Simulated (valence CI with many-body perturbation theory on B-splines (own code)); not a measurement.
**Energy levels of Br III**

Method: relativistic CI+MBPT: five valence electrons over a frozen Dirac-Fock core [Ar] 3d10, radial functions for each j: 9 s, 9 p, 8 d, 6 f, 3 g, 1 h, with the one-electron correlation potential Σ1 (screened to all orders), the two-electron term Σ2, the three-electron term Σ3, Breit, model QED; selected single and double excitations, second order for the rest, scaled by the run's own slope (own B-spline code, finite nucleus).

Set against measurement, 9 paired levels are off by 360 cm⁻¹ on average, the worst by 875. These come from a selection out of Moore, Atomic Energy Levels, vol. II, NSRDS-NBS 35 (1971 reprint of NBS Circular 467, 1952), an old analysis. Levels without a partner in it may be off by more. Among the levels kept, up to 1400 cm⁻¹ of a level comes from second order outside the variational space, and about a tenth of that is noise between levels of different J, which matters for small intervals. 6 measured levels below the end of the list, from 141997 cm⁻¹ on, found no clear computed partner, and computed levels of the same name lie up to 2024 cm⁻¹ from them.

Levels 46 to 59 of 59, with energies above the lowest level, 4s2 4p3 4S°_3/2. "Leading %" is the weight of the configuration and term that name the level; weights of strongly mixed levels are sums over their largest components and can fall short. In the jj column 3d3/2^4 stands for four electrons in 3d with j = 3/2. Lifetimes count E1, E2, E3, M1 and M2 decay at the calculated energies, and are blank where another channel may lead or the interval is too uncertain; long ones can be off by a factor of two.

```
No.  Configuration  Term    J  E (eV)  Leading %                     Leading jj  Lifetime
 46     4s2 4p2 5p   2D°  3/2  21.874         32  4s^2 4p1/2 4p3/2 5p1/2 (48 %)   2.58 ns
 47     4s2 4p2 5s    2S  1/2  21.988         70         4s^2 4p3/2^2 5s (60 %)   92.3 ps
 48     4s2 4p2 5p   4P°  1/2  22.009         86  4s^2 4p1/2 4p3/2 5p3/2 (49 %)   2.38 ns
 49     4s2 4p2 5p   2D°  3/2  22.054         56  4s^2 4p1/2 4p3/2 5p3/2 (87 %)   2.64 ns
 50     4s2 4p2 5p   4D°  7/2  22.077         89  4s^2 4p1/2 4p3/2 5p3/2 (51 %)   2.44 ns
 51     4s2 4p2 4d    2D  3/2  22.093         58  4s^2 4p1/2 4p3/2 4d3/2 (39 %)   67.4 ps
 52     4s2 4p2 5p   4P°  5/2  22.135         46  4s^2 4p1/2 4p3/2 5p1/2 (48 %)   2.75 ns
 53     4s2 4p2 4d    2D  5/2  22.152         76      4s^2 4p3/2^2 4d5/2 (31 %)   96.1 ps
 54     4s2 4p2 5p   4S°  3/2  22.316         50  4s^2 4p1/2 4p3/2 5p1/2 (32 %)   2.12 ns
 55         4s 4p4    2P  1/2  22.460         46        4s 4p1/2 4p3/2^3 (30 %)   54.4 ps
 56     4s2 4p2 4d    2P  3/2  22.500         45      4s^2 4p3/2^2 4d5/2 (45 %)   56.0 ps
 57     4s2 4p2 5p   2D°  5/2  22.536         50      4s^2 4p3/2^2 5p3/2 (58 %)   2.76 ns
 58     4s2 4p2 5p   2P°  3/2  22.679         83  4s^2 4p1/2 4p3/2 5p3/2 (51 %)   2.90 ns
 59     4s2 4p2 5p   2P°  1/2  22.709         84      4s^2 4p3/2^2 5p3/2 (45 %)   2.98 ns
```

Names give the largest LS component (configuration and term), which can be under half, so a name can repeat, a term be missing and a line seem to break the LS rules; names also repeat where a configuration has a term twice.
